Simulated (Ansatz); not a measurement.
These are PBE-D3(BJ)/def2-TZVP (Ansatz, a first-principles code) values and carry that method's errors. No frequencies were computed at this level.

Ansatz 0.2 input:
```yaml
crystal:
  periodic: [false, false, false]
  atoms:
    - { symbol: Si, position_ang: [1.710217, 0.01153, 0.382191] }
    - { symbol: B, position_ang: [0.073048, 0.409648, -0.62466] }
    - { symbol: Si, position_ang: [-1.739159, -0.162263, -0.132915] }
    - { symbol: H, position_ang: [1.517729, -0.659225, 1.677837] }
    - { symbol: H, position_ang: [2.618609, -0.869756, -0.373329] }
    - { symbol: H, position_ang: [2.505984, 1.211488, 0.694337] }
    - { symbol: H, position_ang: [0.188744, 1.035885, -1.614041] }
    - { symbol: H, position_ang: [-1.853498, -0.923882, 1.121246] }
    - { symbol: H, position_ang: [-2.667653, 0.970862, 0.027147] }
    - { symbol: H, position_ang: [-2.354022, -1.024286, -1.157812] }
basis:
  gaussian: { orbitals: def2-tzvp }
hamiltonian:
  xc: pbe
  dispersion: d3bj
relax:
  max_steps: 150
```

Output:

```
[...]
these checks for a lower state are left out or cut short: starts, cluster_reference, orbital_swaps, neighbouring_geometries, increment
981 factors; their error is unknown
mean field evaluation 32: about -16534.8418 eV, gradient 1.2e-1 eV
mean field -16534.84178291 eV, -607.6442278035 hartree, gradient 7.6e-6 eV, S^2 0.000000; 0 other end points of the search recorded, 0 dependent functions left out
reference -16534.84183281 eV, -607.6442296375 hartree; 20, 20 occupied and 127, 127 virtual orbitals, 981 factors
relax step   4: F+E_penalty+E_count = -16535.02907462 eV  Δ(F+E_penalty+E_count) = -5.110e-4 eV  max|allowed force component| = 3.097e-2 eV/Å  Δτ_max = 0.0137 Å  (29 SCF iters, accepted)
these checks for a lower state are left out or cut short: starts, cluster_reference, orbital_swaps, neighbouring_geometries, increment
981 factors; their error is unknown
mean field -16534.84290901 eV, -607.6442691872 hartree, gradient 7.6e-6 eV, S^2 0.000000; 0 other end points of the search recorded, 0 dependent functions left out
reference -16534.84295895 eV, -607.6442710223 hartree; 20, 20 occupied and 127, 127 virtual orbitals, 981 factors
relax step   5: F+E_penalty+E_count = -16535.02980068 eV  Δ(F+E_penalty+E_count) = -7.261e-4 eV  max|allowed force component| = 2.320e-2 eV/Å  Δτ_max = 0.0314 Å  (28 SCF iters, accepted)
these checks for a lower state are left out or cut short: starts, cluster_reference, orbital_swaps, neighbouring_geometries, increment
981 factors; their error is unknown
mean field -16534.84355753 eV, -607.6442930196 hartree, gradient 7.7e-6 eV, S^2 0.000000; 0 other end points of the search recorded, 0 dependent functions left out
reference -16534.84360743 eV, -607.6442948534 hartree; 20, 20 occupied and 127, 127 virtual orbitals, 981 factors
relax step   6: F+E_penalty+E_count = -16535.03044978 eV  Δ(F+E_penalty+E_count) = -6.491e-4 eV  max|allowed force component| = 2.588e-2 eV/Å  Δτ_max = 0.0365 Å  (28 SCF iters, accepted)
these checks for a lower state are left out or cut short: starts, cluster_reference, orbital_swaps, neighbouring_geometries, increment
981 factors; their error is unknown
mean field -16534.84383280 eV, -607.6443031357 hartree, gradient 9.6e-6 eV, S^2 0.000000; 0 other end points of the search recorded, 0 dependent functions left out
reference -16534.84388261 eV, -607.6443049664 hartree; 20, 20 occupied and 127, 127 virtual orbitals, 981 factors
relax step   7: F+E_penalty+E_count = -16535.03062304 eV  Δ(F+E_penalty+E_count) = -1.733e-4 eV  max|allowed force component| = 1.748e-1 eV/Å  Δτ_max = 0.1357 Å  (28 SCF iters, accepted)
these checks for a lower state are left out or cut short: starts, cluster_reference, orbital_swaps, neighbouring_geometries, increment
981 factors; their error is unknown
mean field evaluation 64: about -16534.8454 eV, gradient 7.9e-6 eV
mean field -16534.84542610 eV, -607.6443616883 hartree, gradient 7.9e-6 eV, S^2 0.000000; 0 other end points of the search recorded, 0 dependent functions left out
reference -16534.84547590 eV, -607.6443635186 hartree; 20, 20 occupied and 127, 127 virtual orbitals, 981 factors
relax step   8: F+E_penalty+E_count = -16535.03231643 eV  Δ(F+E_penalty+E_count) = -1.693e-3 eV  max|allowed force component| = 8.758e-2 eV/Å  Δτ_max = 0.0239 Å  (29 SCF iters, accepted)
these checks for a lower state are left out or cut short: starts, cluster_reference, orbital_swaps, neighbouring_geometries, increment
981 factors; their error is unknown
mean field -16534.84751214 eV, -607.6444383488 hartree, gradient 7.9e-6 eV, S^2 0.000000; 0 other end points of the search recorded, 0 dependent functions left out
reference -16534.84756188 eV, -607.6444401770 hartree; 20, 20 occupied and 127, 127 virtual orbitals, 981 factors
relax step   9: F+E_penalty+E_count = -16535.03458419 eV  Δ(F+E_penalty+E_count) = -2.268e-3 eV  max|allowed force component| = 1.011e-2 eV/Å  Δτ_max = 0.0656 Å  (28 SCF iters, accepted)
these checks for a lower state are left out or cut short: starts, cluster_reference, orbital_swaps, neighbouring_geometries, increment
981 factors; their error is unknown
mean field -16534.84786216 eV, -607.6444512120 hartree, gradient 2.1e-5 eV, S^2 0.000000; 0 other end points of the search recorded, 0 dependent functions left out
reference -16534.84791201 eV, -607.6444530438 hartree; 20, 20 occupied and 127, 127 virtual orbitals, 981 factors
relax step  10: F+E_penalty+E_count = -16535.03593410 eV  Δ(F+E_penalty+E_count) = -1.350e-3 eV  max|allowed force component| = 1.614e-1 eV/Å  Δτ_max = 0.1960 Å  (26 SCF iters, accepted)
these checks for a lower state are left out or cut short: starts, cluster_reference, orbital_swaps, neighbouring_geometries, increment
981 factors; their error is unknown
mean field -16534.85153441 eV, -607.6445861645 hartree, gradient 8.5e-6 eV, S^2 0.000000; 0 other end points of the search recorded, 0 dependent functions left out
reference -16534.85158424 eV, -607.6445879958 hartree; 20, 20 occupied and 127, 127 virtual orbitals, 981 factors
relax step  11: F+E_penalty+E_count = -16535.03955193 eV  Δ(F+E_penalty+E_count) = -3.618e-3 eV  max|allowed force component| = 5.490e-2 eV/Å  Δτ_max = 0.0193 Å  (29 SCF iters, accepted)
these checks for a lower state are left out or cut short: starts, cluster_reference, orbital_swaps, neighbouring_geometries, increment
981 factors; their error is unknown
mean field -16534.85310938 eV, -607.6446440436 hartree, gradient 8.6e-6 eV, S^2 0.000000; 0 other end points of the search recorded, 0 dependent functions left out
reference -16534.85315922 eV, -607.6446458752 hartree; 20, 20 occupied and 127, 127 virtual orbitals, 981 factors
relax step  12: F+E_penalty+E_count = -16535.04166591 eV  Δ(F+E_penalty+E_count) = -2.114e-3 eV  max|allowed force component| = 2.263e-2 eV/Å  Δτ_max = 0.0551 Å  (28 SCF iters, accepted)
these checks for a lower state are left out or cut short: starts, cluster_reference, orbital_swaps, neighbouring_geometries, increment
981 factors; their error is unknown
mean field evaluation 96: about -16534.8530 eV, gradient 2.4e-4 eV
mean field -16534.85298974 eV, -607.6446396470 hartree, gradient 1.1e-5 eV, S^2 0.000000; 0 other end points of the search recorded, 0 dependent functions left out
reference -16534.85303969 eV, -607.6446414828 hartree; 20, 20 occupied and 127, 127 virtual orbitals, 981 factors
relax step  13: F+E_penalty+E_count = -16535.04260695 eV  Δ(F+E_penalty+E_count) = -9.410e-4 eV  max|allowed force component| = 1.109e-1 eV/Å  Δτ_max = 0.1675 Å  (27 SCF iters, accepted)
these checks for a lower state are left out or cut short: starts, cluster_reference, orbital_swaps, neighbouring_geometries, increment
981 factors; their error is unknown
mean field -16534.85472540 eV, -607.6447034312 hartree, gradient 8.9e-6 eV, S^2 0.000000; 0 other end points of the search recorded, 0 dependent functions left out
reference -16534.85477530 eV, -607.6447052652 hartree; 20, 20 occupied and 127, 127 virtual orbitals, 981 factors
relax step  14: F+E_penalty+E_count = -16535.04429280 eV  Δ(F+E_penalty+E_count) = -1.686e-3 eV  max|allowed force component| = 3.192e-2 eV/Å  Δτ_max = 0.0238 Å  (29 SCF iters, accepted)
these checks for a lower state are left out or cut short: starts, cluster_reference, orbital_swaps, neighbouring_geometries, increment
981 factors; their error is unknown
mean field -16534.85484611 eV, -607.6447078675 hartree, gradient 8.9e-6 eV, S^2 0.000000; 0 other end points of the search recorded, 0 dependent functions left out
reference -16534.85489605 eV, -607.6447097026 hartree; 20, 20 occupied and 127, 127 virtual orbitals, 981 factors
relax step  15: F+E_penalty+E_count = -16535.04416690 eV  Δ(F+E_penalty+E_count) = +1.259e-4 eV  max|allowed force component| = 8.094e-2 eV/Å  Δτ_max = 0.0192 Å  (29 SCF iters, rejected (line search))
these checks for a lower state are left out or cut short: starts, cluster_reference, orbital_swaps, neighbouring_geometries, increment
981 factors; their error is unknown
mean field -16534.85495785 eV, -607.6447119736 hartree, gradient 8.9e-6 eV, S^2 0.000000; 0 other end points of the search recorded, 0 dependent functions left out
reference -16534.85500774 eV, -607.6447138072 hartree; 20, 20 occupied and 127, 127 virtual orbitals, 981 factors
relax step  16: F+E_penalty+E_count = -16535.04459486 eV  Δ(F+E_penalty+E_count) = -3.021e-4 eV  max|allowed force component| = 1.075e-2 eV/Å  Δτ_max = 0.0093 Å  (29 SCF iters, accepted)
these checks for a lower state are left out or cut short: starts, cluster_reference, orbital_swaps, neighbouring_geometries, increment
981 factors; their error is unknown
mean field -16534.85509928 eV, -607.6447171713 hartree, gradient 9.0e-6 eV, S^2 0.000000; 0 other end points of the search recorded, 0 dependent functions left out
reference -16534.85514917 eV, -607.6447190047 hartree; 20, 20 occupied and 127, 127 virtual orbitals, 981 factors
relax step  17: F+E_penalty+E_count = -16535.04501858 eV  Δ(F+E_penalty+E_count) = -4.237e-4 eV  max|allowed force component| = 1.949e-2 eV/Å  Δτ_max = 0.0541 Å  (28 SCF iters, accepted)
these checks for a lower state are left out or cut short: starts, cluster_reference, orbital_swaps, neighbouring_geometries, increment
981 factors; their error is unknown
mean field evaluation 128: about -16534.8644 eV, gradient 1.4e0 eV
mean field -16534.85491748 eV, -607.6447104901 hartree, gradient 9.1e-6 eV, S^2 0.000000; 0 other end points of the search recorded, 0 dependent functions left out
reference -16534.85496734 eV, -607.6447123225 hartree; 20, 20 occupied and 127, 127 virtual orbitals, 981 factors
relax step  18: F+E_penalty+E_count = -16535.04515014 eV  Δ(F+E_penalty+E_count) = -1.316e-4 eV  max|allowed force component| = 1.595e-2 eV/Å  Δτ_max = 0.0465 Å  (28 SCF iters, accepted)
these checks for a lower state are left out or cut short: starts, cluster_reference, orbital_swaps, neighbouring_geometries, increment
981 factors; their error is unknown
mean field -16534.85494895 eV, -607.6447116468 hartree, gradient 2.1e-5 eV, S^2 0.000000; 0 other end points of the search recorded, 0 dependent functions left out
reference -16534.85499881 eV, -607.6447134790 hartree; 20, 20 occupied and 127, 127 virtual orbitals, 981 factors
relax step  19: F+E_penalty+E_count = -16535.04521766 eV  Δ(F+E_penalty+E_count) = -6.752e-5 eV  max|allowed force component| = 5.596e-3 eV/Å  Δτ_max = 0.0058 Å  (22 SCF iters, accepted)
these checks for a lower state are left out or cut short: starts, cluster_reference, orbital_swaps, neighbouring_geometries, increment
981 factors; their error is unknown
mean field -16534.85495847 eV, -607.6447119964 hartree, gradient 9.1e-6 eV, S^2 0.000000; 0 other end points of the search recorded, 0 dependent functions left out
reference -16534.85500831 eV, -607.6447138282 hartree; 20, 20 occupied and 127, 127 virtual orbitals, 981 factors
relax step  20: F+E_penalty+E_count = -16535.04528523 eV  Δ(F+E_penalty+E_count) = -6.757e-5 eV  max|allowed force component| = 8.553e-3 eV/Å  Δτ_max = 0.0139 Å  (29 SCF iters, accepted)
these checks for a lower state are left out or cut short: starts, cluster_reference, orbital_swaps, neighbouring_geometries, increment
981 factors; their error is unknown
mean field -16534.85497824 eV, -607.6447127230 hartree, gradient 9.1e-6 eV, S^2 0.000000; 0 other end points of the search recorded, 0 dependent functions left out
reference -16534.85502808 eV, -607.6447145547 hartree; 20, 20 occupied and 127, 127 virtual orbitals, 981 factors
relax step  21: F+E_penalty+E_count = -16535.04532543 eV  Δ(F+E_penalty+E_count) = -4.020e-5 eV  max|allowed force component| = 1.057e-2 eV/Å  Δτ_max = 0.0142 Å  (29 SCF iters, accepted)
these checks for a lower state are left out or cut short: starts, cluster_reference, orbital_swaps, neighbouring_geometries, increment
981 factors; their error is unknown
mean field evaluation 160: about -16534.8551 eV, gradient 9.1e-6 eV
mean field -16534.85506073 eV, -607.6447157545 hartree, gradient 9.1e-6 eV, S^2 0.000000; 0 other end points of the search recorded, 0 dependent functions left out
reference -16534.85511058 eV, -607.6447175866 hartree; 20, 20 occupied and 127, 127 virtual orbitals, 981 factors
relax step  22: F+E_penalty+E_count = -16535.04535833 eV  Δ(F+E_penalty+E_count) = -3.291e-5 eV  max|allowed force component| = 6.154e-3 eV/Å  Δτ_max = 0.0173 Å  (29 SCF iters, accepted)
981 factors; their error is unknown
mean field -16534.85506073 eV, -607.6447157545 hartree, gradient 1.8e-5 eV, S^2 0.000000; 1 other end points of the search recorded, 0 dependent functions left out
reference -16534.85511058 eV, -607.6447175866 hartree; 20, 20 occupied and 127, 127 virtual orbitals, 981 factors
Total energy: -16535.04540819 eV, -607.6517108947 hartree
Atom 0 at     1.685438     0.140954     0.475604 Å, force     0.006154    -0.001842     0.000042 eV/Å
Atom 1 at     0.087152     0.409941    -0.700873 Å, force    -0.001339     0.005463    -0.000290 eV/Å
Atom 2 at    -1.719797    -0.298133    -0.205054 Å, force     0.004947    -0.003738    -0.004225 eV/Å
Atom 3 at     1.349475    -0.110785     1.912977 Å, force     0.000628     0.000385    -0.000774 eV/Å
Atom 4 at     2.291439    -1.128126    -0.067670 Å, force    -0.000739     0.000930     0.001270 eV/Å
Atom 5 at     2.731607     1.209939     0.400297 Å, force    -0.003258    -0.001132     0.000078 eV/Å
Atom 6 at     0.216360     1.013746    -1.733892 Å, force    -0.000680    -0.002050     0.001366 eV/Å
Atom 7 at    -1.680211    -1.449079     0.751973 Å, force    -0.002441     0.000046     0.000339 eV/Å
Atom 8 at    -2.349501     0.862649     0.521247 Å, force    -0.001352     0.003144     0.002500 eV/Å
Atom 9 at    -2.611964    -0.651104    -1.354608 Å, force    -0.001921    -0.001206    -0.000305 eV/Å
Dipole moment:     0.006678     0.033798    -0.056855 e Å
```

Cost: around 70 core-seconds (rough).
